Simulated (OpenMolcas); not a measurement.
Ru4+: moving the ligands

Ru4+ with 6 ligands (fluoride) in octahedral coordination (Oh) at 1.93 Å. A charge of +0.333 e stands 2.6 Å behind each ligand. Ligand basis ANO-RCC-VDZP.
```
Ru    0.0000    0.0000    0.0000
F     1.9300    0.0000    0.0000
F     0.0000    1.9300    0.0000
F    -1.9300    0.0000    0.0000
F     0.0000   -1.9300    0.0000
F     0.0000    0.0000    1.9300
F     0.0000    0.0000   -1.9300
```

- Program: OpenMolcas
- Method: SS-CASPT2, IPEA 0.25 Eh, imaginary shift 0.1 Eh (closed shells correlated: 4s 4p and the ligand valence shells)
- Basis: ANO-RCC-VTZP [7s6p4d2f1g]
- Scalar Hamiltonian: DKH2, point nucleus
- Active space: 4 electrons in 5 orbitals (4d)
- State averaging: 2S+1 = 5 even, 5 roots; 2S+1 = 3 even, 45 roots; 2S+1 = 1 even, 50 roots
- Spin-orbit coupling: state interaction with AMFI integrals over the reference wave functions

Runs around this geometry, states (labels of O, the rotations of Oh). Energies in cm-1 above the lowest state or level, χT in cm3 K/mol; under a threefold ground state the first gap can be a small split of the lowest multiplet, not the spin-orbit step.

```csv
R (Å),Ground state,First state of that spin,First gap with spin-orbit (degeneracies),χT at 300 K,First state of another spin
1.8,3T1,3E 33980,"780 (1, 3)",1.023,1T2 6680
1.93,3T1,3E 24920,"810 (1, 3)",0.997,1T2 6590
2.04,3T1,3E 19850,"840 (1, 3)",0.978,1T2 6450
```

Taking the first state of the same spin as R^-n, n = -ln(19850 / 33980) / ln(2.04 / 1.8) = 4.3 between the shortest and longest distance.

Roots that are degenerate in the reference are averaged as groups; the widest CASPT2 spread within a group is 980 cm-1 (the 3-fold group of multiplicity 1 near 94600 cm-1 above the lowest state of its run, R = 1.93). Shifts and gaps below about the spread of the groups concerned are not significant. Over all roots computed the reference weight is 0.68 to 0.70 in R = 1.8, 0.66 to 0.69 in R = 1.93, 0.65 to 0.68 in R = 2.04; a low but even weight reflects the number of correlated electrons. An orbital triplet at a regular site is open to Jahn-Teller coupling, which can distort the site and quench the lowest spin-orbit gaps and is left out. Ligand-to-metal charge-transfer states are missing. With no ligand orbital active B as a rule stays too high, so bands that hang on it stand too high and its fall with covalency is understated. With one d shell and no ligand orbital active, 10Dq can be off by a tenth or more. The least metal-like active orbital is 74 % on the metal (Löwdin) and no ligand orbital is active, so the numbers are rough (holds for R = 1.8). This shell can be high or low spin here, a state of another spin lies low, and with metal d orbitals alone active their balance is uncertain, so the ground spin may be wrong, although the usual error favours high spin (holds for R = 1.93; R = 2.04). The least metal-like active orbital is 76 % on the metal (Löwdin) and no ligand orbital is active, so the numbers are rough (holds for R = 1.93; R = 2.04). These CASPT2 states fit no ligand-field parameters well, so their order and spin gaps are uncertain (holds for R = 2.04). No measured value stands beside these numbers; the geometry is a model, was not optimised and need not be the one that this ion takes.
